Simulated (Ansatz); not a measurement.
Gas-phase reaction R1 → P1 + P2, each structure at its B3LYP-D3(BJ)/def2-SVP stationary point, reached from a drawn start (curvature not checked).
R1: C4F8 (SMILES FC1(F)C(F)(F)C(F)(F)C1(F)F), charge 0, multiplicity 1.
P1: C4F7 (SMILES F[C]1C(F)(F)C(F)(F)C1(F)F), charge 0, multiplicity 2.
P2: F atom, charge 0, multiplicity 2.

P less R. No zero-point or thermal terms; singlets are restricted closed shells; open shells are unrestricted; no spin–orbit coupling.

Frozen-core correlation throughout.

Codes used: Ansatz (a quantum-chemistry and plane-wave program) with Gaussian orbitals. All values are computed, each at the level named.

Total energies in hartree:

```csv
structure,PBE/def2-TZVPP,CCSD(T)/cc-pVDZ
R1,-950.616737,-949.024093
P1,-850.763816,-849.325694
P2,-99.669123,-99.527573
```

Q: Work out the reaction energy at each level in kJ/mol (1 hartree = 2625.49964 kJ/mol), and say how far PBE/def2-TZVPP lies from CCSD(T)/cc-pVDZ.

A: 
- PBE/def2-TZVPP: (-850.763816) + (-99.669123) − (-950.616737) = 0.183798 hartree = 482.6 kJ/mol
- CCSD(T)/cc-pVDZ: (-849.325694) + (-99.527573) − (-949.024093) = 0.170826 hartree = 448.5 kJ/mol
PBE/def2-TZVPP less CCSD(T)/cc-pVDZ: 34.1 kJ/mol. CCSD(T)/cc-pVDZ is the level counted from, the highest shown, and no exact or measured value.
